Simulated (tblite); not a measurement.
Record of a relaxation.

C2H6O2S2Si.
Bonds: O1–Si2, Si2–O3, Si2–S4, S4–C5, C5–C6, C6–S7, Si2–S7. Hydrogens: H8 on O1; H9 on O3; H10, H11 on C5; H12, H13 on C6.

Computed with GFN2-xTB (tblite), gas phase: L-BFGS steps from a force-field or distance-geometry start until the largest atomic force falls under 0.01 eV/Å. 7 of its 78 geometries are shown.

Step 0: E = -647.9107 eV, largest atomic force 2.462 eV/Å
```
atom  x, y, z in Å  |  force x, y, z in eV/Å
O1      2.176    1.569   -0.277    0.468  -2.137   1.129
Si2     1.364    0.072   -0.343    0.876   0.185  -0.079
O3      2.404   -1.258   -0.610   -1.253   1.551  -0.788
S4     -0.254    0.199   -1.767    0.144  -0.208  -0.371
C5     -1.613   -0.403   -0.690   -1.033   0.371  -1.184
C6     -1.479    0.239    0.641   -0.364   0.775   0.436
S7      0.097   -0.253    1.380    0.519  -0.309   0.787
H8      2.936    1.545    0.375   -1.274   0.209  -1.195
H9      2.409   -1.532   -1.552    0.105   0.134   1.059
H10    -2.553    0.001   -1.154    0.728  -0.408   0.096
H11    -1.696   -1.499   -0.678    0.368   0.342   0.064
H12    -2.359   -0.024    1.273    0.895   0.079  -0.081
H13    -1.436    1.345    0.522   -0.180  -0.583   0.127
```

Step 13: E = -648.4164 eV, largest atomic force 0.126 eV/Å
```
atom  x, y, z in Å  |  force x, y, z in eV/Å
O1      2.067    1.468   -0.245    0.007   0.017  -0.016
Si2     1.283    0.056   -0.343    0.030  -0.002   0.005
O3      2.326   -1.159   -0.602    0.039   0.020  -0.001
S4     -0.233    0.185   -1.842   -0.082   0.073  -0.062
C5     -1.595   -0.339   -0.737    0.021   0.014   0.007
C6     -1.442    0.269    0.640    0.046  -0.038   0.013
S7      0.116   -0.297    1.415   -0.043  -0.058   0.075
H8      2.852    1.528    0.295    0.009   0.058  -0.032
H9      2.387   -1.569   -1.462   -0.005  -0.084   0.036
H10    -2.520   -0.010   -1.213    0.028   0.007   0.030
H11    -1.581   -1.429   -0.686   -0.019   0.024   0.008
H12    -2.238   -0.061    1.309   -0.028   0.031  -0.075
H13    -1.427    1.359    0.592   -0.003  -0.062   0.013
```

Step 26: E = -648.4481 eV, largest atomic force 0.824 eV/Å
```
atom  x, y, z in Å  |  force x, y, z in eV/Å
O1      1.992    1.511   -0.237   -0.174  -0.068   0.016
Si2     1.307    0.055   -0.333   -0.034   0.089  -0.331
O3      2.450   -1.049   -0.679    0.019   0.730   0.381
S4     -0.233    0.277   -1.817    0.095   0.155  -0.214
C5     -1.609   -0.286   -0.758    0.189  -0.198  -0.075
C6     -1.421    0.217    0.653   -0.170   0.044  -0.126
S7      0.108   -0.453    1.365    0.140  -0.153   0.251
H8      2.844    1.667    0.155    0.187  -0.034   0.073
H9      2.253   -1.817   -1.185   -0.145  -0.597  -0.274
H10    -2.546    0.032   -1.216    0.127   0.164   0.107
H11    -1.556   -1.367   -0.790   -0.186  -0.316   0.105
H12    -2.236   -0.082    1.304   -0.110  -0.172   0.057
H13    -1.358    1.296    0.659    0.063   0.355   0.029
```

Step 38: E = -648.5101 eV, largest atomic force 0.132 eV/Å
```
atom  x, y, z in Å  |  force x, y, z in eV/Å
O1      1.972    1.545   -0.185    0.022   0.008  -0.029
Si2     1.291    0.100   -0.380   -0.040  -0.015   0.005
O3      2.444   -0.978   -0.747    0.014  -0.070  -0.019
S4     -0.250    0.280   -1.856    0.077   0.023  -0.075
C5     -1.597   -0.297   -0.767   -0.023   0.011  -0.060
C6     -1.404    0.199    0.645   -0.006   0.006   0.042
S7      0.137   -0.483    1.338    0.049  -0.021   0.030
H8      2.869    1.647    0.123    0.020  -0.030  -0.012
H9      2.218   -1.869   -1.014    0.051   0.103   0.065
H10    -2.513    0.093   -1.204   -0.093   0.003   0.033
H11    -1.616   -1.387   -0.794   -0.020  -0.023  -0.019
H12    -2.213   -0.135    1.291   -0.050  -0.032   0.021
H13    -1.341    1.286    0.673    0.000   0.038   0.018
```

Step 51: E = -648.5203 eV, largest atomic force 0.061 eV/Å
```
atom  x, y, z in Å  |  force x, y, z in eV/Å
O1      1.983    1.548   -0.219    0.007   0.007   0.011
Si2     1.283    0.109   -0.402    0.015   0.004  -0.006
O3      2.466   -0.946   -0.738   -0.016  -0.023  -0.012
S4     -0.268    0.307   -1.868    0.024   0.004   0.016
C5     -1.619   -0.276   -0.778    0.036   0.025  -0.017
C6     -1.409    0.178    0.651   -0.031  -0.011  -0.029
S7      0.144   -0.514    1.312   -0.032   0.018   0.014
H8      2.894    1.609    0.063   -0.017   0.009  -0.023
H9      2.279   -1.871   -0.878    0.018  -0.003   0.000
H10    -2.541    0.138   -1.184    0.015  -0.017   0.012
H11    -1.649   -1.366   -0.842   -0.035   0.042   0.026
H12    -2.216   -0.181    1.288    0.013  -0.023   0.019
H13    -1.351    1.265    0.717    0.001  -0.030  -0.010
```

Step 64: E = -648.5221 eV, largest atomic force 0.034 eV/Å
```
atom  x, y, z in Å  |  force x, y, z in eV/Å
O1      1.980    1.548   -0.216    0.000   0.000  -0.004
Si2     1.287    0.105   -0.400    0.004   0.002   0.022
O3      2.471   -0.949   -0.741    0.001   0.030   0.017
S4     -0.262    0.313   -1.864    0.007   0.001  -0.019
C5     -1.620   -0.265   -0.782   -0.003   0.000   0.009
C6     -1.414    0.168    0.652    0.004  -0.002   0.011
S7      0.143   -0.516    1.312   -0.003   0.000  -0.011
H8      2.903    1.621    0.018    0.005  -0.002  -0.009
H9      2.298   -1.882   -0.838   -0.010  -0.023  -0.012
H10    -2.537    0.165   -1.185    0.000   0.004  -0.002
H11    -1.670   -1.352   -0.856    0.000  -0.005   0.000
H12    -2.215   -0.211    1.286   -0.007  -0.004   0.000
H13    -1.368    1.254    0.735    0.001  -0.003  -0.001
```

Step 77: E = -648.5226 eV, largest atomic force 0.009 eV/Å
```
atom  x, y, z in Å  |  force x, y, z in eV/Å
O1      1.983    1.550   -0.211    0.004   0.003   0.008
Si2     1.289    0.107   -0.389    0.001   0.004   0.004
O3      2.473   -0.948   -0.723   -0.004  -0.002  -0.004
S4     -0.255    0.305   -1.862   -0.001   0.000  -0.001
C5     -1.619   -0.264   -0.783    0.001   0.000   0.001
C6     -1.417    0.164    0.654   -0.002   0.003   0.001
S7      0.140   -0.514    1.318   -0.001  -0.003  -0.001
H8      2.914    1.623   -0.011   -0.002  -0.004  -0.006
H9      2.292   -1.876   -0.849    0.006  -0.002  -0.001
H10    -2.531    0.174   -1.188    0.000  -0.004   0.003
H11    -1.678   -1.350   -0.859    0.003   0.000  -0.003
H12    -2.219   -0.222    1.283   -0.001   0.004   0.001
H13    -1.375    1.250    0.741   -0.005   0.002  -0.002
```

Question: Summarise the path.

Answer: The energy falls by 0.6119 eV from step 0 to step 77; nine tenths of that is first reached at step 27. It rises by more than 0.2 meV at steps 26 and 28. The largest force goes from 2.462 to 0.009 eV/Å. Among the bonds O1–Si2 changes most, from 1.704 to 1.611 Å; the atoms move by 0.314 Å rms after alignment.

Question: Follow the three bonds and two angles with the largest change from start to end.

Answer: 
| step | E above end (eV) | largest force (eV/Å) | O1–Si2 (Å) | Si2–O3 (Å) | O1–H8 (Å) | Si2–O3–H9 (°) | Si2–O1–H8 (°) |
| --- | --- | --- | --- | --- | --- | --- | --- |
| 0 | 0.6119 | 2.462 | 1.704 | 1.709 | 1.002 | 111.7 | 111.4 |
| 3 | 0.2188 | 1.192 | 1.612 | 1.618 | 0.952 | 119.6 | 119.8 |
| 7 | 0.1346 | 0.326 | 1.625 | 1.629 | 0.958 | 122.0 | 123.0 |
| 10 | 0.1157 | 0.275 | 1.620 | 1.622 | 0.956 | 120.8 | 120.2 |
| 13 | 0.1063 | 0.126 | 1.618 | 1.622 | 0.955 | 120.4 | 119.2 |
| 17 | 0.0987 | 0.120 | 1.618 | 1.623 | 0.955 | 121.0 | 119.1 |
| 20 | 0.0903 | 0.198 | 1.614 | 1.620 | 0.954 | 122.7 | 120.3 |
| 23 | 0.0796 | 0.249 | 1.614 | 1.623 | 0.954 | 124.2 | 122.7 |
| 27 | 0.0569 | 0.401 | 1.611 | 1.625 | 0.954 | 121.2 | 123.9 |
| 30 | 0.0456 | 0.237 | 1.610 | 1.623 | 0.954 | 121.4 | 123.9 |
| 33 | 0.0264 | 0.167 | 1.609 | 1.622 | 0.954 | 120.0 | 123.9 |
| 37 | 0.0138 | 0.132 | 1.609 | 1.620 | 0.954 | 120.8 | 122.4 |
| 40 | 0.0103 | 0.100 | 1.611 | 1.621 | 0.955 | 121.0 | 121.8 |
| 44 | 0.0073 | 0.108 | 1.611 | 1.621 | 0.955 | 120.2 | 120.8 |
| 47 | 0.0051 | 0.077 | 1.610 | 1.620 | 0.955 | 120.6 | 120.8 |
| 50 | 0.0028 | 0.068 | 1.611 | 1.621 | 0.955 | 121.1 | 120.6 |
| 54 | 0.0016 | 0.026 | 1.611 | 1.621 | 0.955 | 121.6 | 120.1 |
| 57 | 0.0013 | 0.048 | 1.611 | 1.621 | 0.955 | 121.9 | 120.5 |
| 60 | 0.0008 | 0.028 | 1.611 | 1.621 | 0.955 | 121.9 | 120.7 |
| 64 | 0.0005 | 0.034 | 1.611 | 1.621 | 0.955 | 121.7 | 120.8 |
| 67 | 0.0004 | 0.015 | 1.611 | 1.621 | 0.954 | 121.7 | 121.0 |
| 70 | 0.0002 | 0.035 | 1.611 | 1.621 | 0.954 | 121.7 | 120.8 |
| 74 | 0.0000 | 0.013 | 1.611 | 1.621 | 0.955 | 121.6 | 120.9 |
| 77 | 0.0000 | 0.009 | 1.611 | 1.621 | 0.955 | 121.4 | 120.8 |

The cost below is that of the whole relaxation. Hardware: one thread, Arm Neoverse N1 (aarch64) (shared host). Cost: 0.88 s of wall time.
